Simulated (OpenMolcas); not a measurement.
## Ne3+: effect of the basis set

```json
{
 "Program": "OpenMolcas",
 "Method": "RASSCF",
 "Active space": "5 electrons in 9 orbitals (RAS2 2s 2p; RAS3 3d, at most 2 electrons)",
 "State averaging": "2S+1 = 4 odd, 1 root; 2S+1 = 2 odd, 8 roots; 2S+1 = 4 even, 3 roots; 2S+1 = 2 even, 6 roots",
 "Spin-orbit coupling": "state interaction with AMFI integrals over the reference wave functions, term energies averaged over their components"
}
```

A. ANO-RCC-VTZP [4s3p2d1f], DKH2, point nucleus; cost of the order of 26 core-seconds
B. ANO-R2 [4s4p2d1f], X2C, finite nucleus; cost roughly 40 core-seconds
C. ANO-RCC-VQZP [5s4p3d2f1g], DKH2, point nucleus; cost about 25 core-seconds
D. ANO-RCC [8s7p4d3f2g], DKH2, point nucleus; cost about 40 core-seconds

Energies in cm-1 above 2s2 2p3 4S* 3/2, the measured ground level; measured values from Moore, Atomic Energy Levels, vol. I, NSRDS-NBS 35 (1971 reprint of NBS Circular 467, 1949).

```csv
Level,A,B,C,D,Measured
2s2 2p3 4S* 3/2,0.0,0.0,0.0,0.0,0.0
2s2 2p3 2D* 3/2,44070,44209,44209,44227,
2s2 2p3 2D* 5/2,44095,44234,44234,44252,
2s2 2p3 2P* 1/2,66044,66215,66229,66258,
2s2 2p3 2P* 3/2,66050,66221,66235,66265,
2s 2p4 4P 5/2,186123,186059,186261,186212,183860
2s 2p4 4P 3/2,186679,186608,186813,186768,184477
2s 2p4 4P 1/2,187007,186932,187139,187096,184799
2s 2p4 2D 3/2,260308,260262,260528,260499,
2s 2p4 2D 5/2,260312,260266,260531,260502,
```

Deviations, from unrounded energies. A percentage is the sum of absolute deviations over the sum of measured energies, with the sign that they share, or ± where signs differ.

```csv
Against measurement,Levels,A,B,C,D
mean absolute deviation (cm-1),3,2200,2200,2400,2300
other configurations (%),3,+1.2,+1.2,+1.3,+1.3
```

A, B lie about equally close to measurement and C furthest from it. The largest miss of B in the table is 2s 2p4 4P 5/2, by +2200 cm-1. The ranking rests on the paired levels alone, and a cruder setting can come out closer through cancelling errors.

Among A to D the level of the table that moves most is 2s 2p4 2D 5/2, by 270 cm-1 (lowest in B, highest in C).

Active for correlation alone: 3d; no level in the range computed is led by a configuration that fills it, so any true level of that kind is missing. Computed and measured levels are paired by configuration, term and J; levels that our copy of the source lacks, or whose pairing is in doubt (as where it misses far off the trend of its configuration), stay unpaired and out of the deviations. Levels of configurations outside the active space are missing. Levels that lie high or do not pair safely by name in every column are left out.

* marks odd parity.
